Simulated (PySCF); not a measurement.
BCl2I, SMILES ClB(Cl)I. Atoms are numbered in the order given.

```xyz
4

B      0.0000     0.0000     0.9113
Cl     0.0000    -1.5127     1.7852
Cl     0.0000     1.5127     1.7852
I      0.0000     0.0000    -1.2312
```
Charge 0, spin multiplicity 1.

Geometry optimised at B3LYP-D3(BJ)/def2-SVP. The def2 effective core potentials stand for the cores of I; spin–orbit coupling is left out.

Calculation: HF/def2-TZVPD run with PySCF.

Mulliken values depend strongly on the basis, most of all with diffuse functions as here. ESP charges are fitted to the potential on shells at 1.4 to 2.0 van der Waals radii. Atomic charges (e):

```json
[
 {"atom": "B1", "Mulliken": "0.64", "ESP fit": "?"},
 {"atom": "Cl2", "Mulliken": "-0.29", "ESP fit": "?"},
 {"atom": "Cl3", "Mulliken": "-0.29", "ESP fit": "?"},
 {"atom": "I4", "Mulliken": "-0.07", "ESP fit": "?"}
]
```

Task: What belongs in the gaps? (An estimate is asked for; the answer gives what the named calculation found.)

Result: 
- B1, ESP fit: 0.14
- Cl2, ESP fit: -0.05
- Cl3, ESP fit: -0.05
- I4, ESP fit: -0.05
